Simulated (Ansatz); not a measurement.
Cost and result up the ladder for Cu(AsH3)(SiH3) (CuSiAsH6) (9 atoms). Total charge 0; singlet. Geometry: PBE0-D4/def2-SVP.

```xyz
9

Cu    0.019   -0.034   -0.068
As   -0.814    1.219    1.753
H    -2.303    1.369    1.967
H    -0.465    2.683    1.901
H    -0.472    0.812    3.169
Si    0.840   -1.261   -1.822
H     0.536   -2.736   -1.749
H     2.340   -1.204   -1.975
H     0.319   -0.847   -3.176
```

Ansatz on 4 threads of Arm Neoverse V2 on a shared host. Times are rough, and most runs start from the orbitals of an earlier one. ωB97M-V/def2-TZVP serves as the yardstick here, not as an exact answer. Differences are given only for rows in sets of like size (and for xTB, whose basis is part of the method), since another set adds its own error. Binding counts from free atoms at the same level (Cu doublet, As quartet, H doublet, Si triplet; other spins of the atoms weren't run), without zero-point energy or a counterpoise term.

The 6-31G sets use Cartesian d functions. LC-ωPBE has ω = 0.4 bohr⁻¹. B3LYP takes the VWN-RPA correlation. Correlated methods freeze 23 core orbitals; core or outer-core shells of As are correlated, in sets that lack core-valence functions.

Correlated methods converge slowly with the basis.

```
                          level  functions  wall time  binding energy per atom (eV)  difference from ωB97M-V/def2-TZVP (eV)
                       HF/6-31G         83      0.6 s                          1.62                                       –
                PBE-D4/def2-SVP        111      1.1 s                          2.58                                       –
                 B3LYP-D4/6-31G         83      1.2 s                          2.46                                       –
               PBE-D4/def2-TZVP        166      1.6 s                          2.54                                   -0.01
            revPBE-D4/def2-TZVP        166      1.6 s                          2.49                                   -0.06
               PBE0-D4/def2-SVP        111      1.6 s                          2.53                                       –
              LC-ωPBE/def2-TZVP        166      2.2 s                          2.50                                   -0.05
              PBE-D4/def2-TZVPD        199      2.2 s                          2.54                                    0.00
             BHLYP-D4/def2-TZVP        166        3 s                          2.49                                   -0.06
PBE0-D4/def2-TZVP (with forces)        166      3.6 s                          2.50                                   -0.05
            r2SCAN-D4/def2-TZVP        166      3.8 s                          2.57                                    0.02
           r2SCAN-D4/def2-TZVPD        199        5 s                          2.57                                    0.02
              ωB97M-V/def2-TZVP        166        9 s                          2.55                                    0.00
              CCSD(T)/def2-TZVP        166       36 s                          2.43                                   -0.12
```
